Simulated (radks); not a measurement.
Spherical quantum dot in the effective-mass picture: electrons in a hard-walled sphere of radius 1.96, with a point charge +1 (a donor) at the centre, all in effective atomic units (hartree* = m*/eps^2 hartree, bohr* = eps/m* bohr), one dielectric constant everywhere. Calculated with a radial shooting solver with Libxc functionals: non-relativistic Kohn-Sham, LDA (Slater exchange, Perdew-Wang correlation), spin-polarised, spherical densities. Levels are named by radial order and angular momentum (1s, 1p, 1d, 2s, ...), and open shells are averaged over m.

N = 32, configuration 1s2 1p6 1d10 2s2 1f(up 7, down 5). This is the lowest configuration that the search found. Occupied and some empty levels:

| level | occupation | eigenvalue (hartree*) | <r> (bohr*) |
|---|---|---|---|
| 1s up | 1 | 22.019 | 1.232 |
| 1s down | 1 | 22.054 | 1.229 |
| 1p up | 3 | 22.834 | 1.328 |
| 1p down | 3 | 22.874 | 1.327 |
| 1d up | 5 | 24.100 | 1.387 |
| 1d down | 5 | 24.142 | 1.387 |
| 2s up | 1 | 25.745 | 0.8429 |
| 2s down | 1 | 25.760 | 0.8439 |
| 1f up | 7 | 25.782 | 1.432 |
| 1f down | 5 | 25.825 | 1.432 |
| 1g up | 0 | 27.848 | 1.468 |
| 1g down | 0 | 27.891 | 1.468 |
| 2p up | 0 | 28.496 | 1.014 |
| 2p down | 0 | 28.517 | 1.014 |
| 2d up | 0 | 31.345 | 1.113 |
| 2d down | 0 | 31.370 | 1.112 |

Energy (hartree*): total 447.885, kinetic 158.18, external -26.417, Hartree 344.61, exchange-correlation -28.489.
